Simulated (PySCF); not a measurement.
# Radial density of La(47+) (lanthanum, charge +47)

BLYP, [Ne], closed-shell 1S. All numbers are calculated (PySCF 2.14, scalar relativity by spin-free X2C-1e, in an even-tempered Gaussian basis (19 s from 24 bohr⁻², ratio 2.2; 12 p from 31 bohr⁻², ratio 2.2; 5 d from 130 bohr⁻², ratio 2.4; 5 f from 190 bohr⁻², ratio 2.4; 4 g from 280 bohr⁻², ratio 2.4)).

```
r (bohr)  4πr²ρ (e/bohr)
  0.0233           68.10
  0.0393           59.38
  0.0661           79.55
   0.111           59.70
   0.187           9.002
   0.314         0.09380
```

Densities and radii are taken from the X2C orbitals without a picture-change correction, which distorts them close to the nucleus.

Spin-orbit coupling, which splits the p, d and f shells strongly at this Z, is absent.
